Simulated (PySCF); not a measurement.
## Correlation energy of Co (cobalt, neutral)

[Ar] 3d7 4s1 5s1, high-spin 6F determinant (an excited configuration). Calculation: PySCF 2.14, in aug-cc-pVDZ-DK (7s6p4d2f, 59 functions); the spin-free X2C one-electron Hamiltonian (Gaussian nucleus). Frozen: [Ar]; 9 electrons correlated.

```
  level  correlation energy (mhartree)
   CCSD                        -181.55
    (T)                          -3.71
CCSD(T)                        -185.26
```

Diagnostics: T1 = 0.015, D1 = 0.0491, largest double amplitude 0.046.

Is a single reference adequate?

Yes: T1 lies below 0.03 and no double amplitude reaches 0.07.
